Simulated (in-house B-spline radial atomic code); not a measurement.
Atomic self-consistent-field run: neutral ruthenium. Level of theory: scalar-relativistic (X2C) B3LYP, spin-polarised, spherical fractional occupations, exact exchange averaged over the configuration, Fermi nucleus of rms radius 4.4809 fm; calculated with a B-spline radial code for spherical atoms.

Command:
```bash
python run_scf.py task.json out
```
Settings (nuclear radius in fm, mass in u):
```
Z                44
configuration    [Kr] 4d7 5s1
hamiltonian      x2c
method           b3lyp
spin_polarised   True
nucleus          fermi
rms_radius       4.4809
atomic_mass      101.90434
speed_of_light   137.035999084
exact_exchange   averaged over the configuration
```

Output (hartree, bohr):
```
 radial grid: 77 intervals, B-splines of order 8, outer radius 50 bohr

 iter        energy (Eh)    residual
    1       -4523.168325    4.32e-01
    2       -4525.423609    3.39e-01
    3       -4530.215639    7.32e-02
    4       -4530.404117    2.52e-02
    5       -4530.426527    1.02e-02
    6       -4530.428543    1.46e-03
    7       -4530.428559    5.29e-04
    8       -4530.428570    3.72e-04
    9       -4530.428578    2.52e-05
   10       -4530.428578    3.30e-07

 total energy                     -4530.42858
 kinetic                            4714.1708
 electron-nucleus                 -10960.7401
 Hartree                            1850.9260
 exact exchange                      -26.4066
 exchange-correlation               -108.3787

 orbital      occ     eigenvalue          <r>       <r^2>       <1/r>       r_max
 1s up      1.000      -807.3731    0.0329197  0.00147415     47.5166     0.02111
 1s down    1.000      -807.3724    0.0329197  0.00147414     47.5166     0.02111
 2s up      1.000      -116.6928     0.145204   0.0249198     10.6757      0.1228
 2s down    1.000      -116.6753     0.145197   0.0249173     10.6764      0.1228
 2p up      3.000      -104.5146     0.126745   0.0196404     10.0891       0.098
 2p down    3.000      -104.5002     0.126734    0.019637     10.0899     0.09799
 3s up      1.000       -20.7992     0.402191    0.185317     3.66015      0.3616
 3s down    1.000       -20.7891     0.402169     0.18527     3.65966      0.3616
 3p up      3.000       -16.7708     0.402583     0.18853     3.43742      0.3548
 3p down    3.000       -16.7599     0.402518    0.188427      3.4372      0.3549
 3d up      5.000       -10.2733     0.383982    0.176534     3.19562       0.301
 3d down    5.000       -10.2546     0.384024    0.176522     3.19474      0.3012
 4s up      1.000        -2.9744       1.0214     1.18312     1.35021      0.9156
 4s down    1.000        -2.8883      1.01844     1.17655     1.35566      0.9132
 4p up      3.000        -1.8406      1.13177     1.47077     1.19382      0.9841
 4p down    3.000        -1.7430      1.12785     1.46098     1.19927      0.9809
 4d up      5.000        -0.2625      1.67442      3.4826    0.815869       1.215
 4d down    2.000        -0.1882      1.73896     3.84075    0.798223       1.216
 5s up      1.000        -0.1910      3.33174     12.8167    0.384916        2.72
```

Run time, properties included: 0.53 s on 1 thread of Intel(R) Xeon(R) Platinum 8488C, with other jobs on the host.

One-electron X2C: radii and densities carry no picture-change correction, so inner-shell <1/r> comes out high (for 1s by about 2 % at Z = 33, 5 % at 54, 10 % at 75, 30 % at 118) and <r> low.
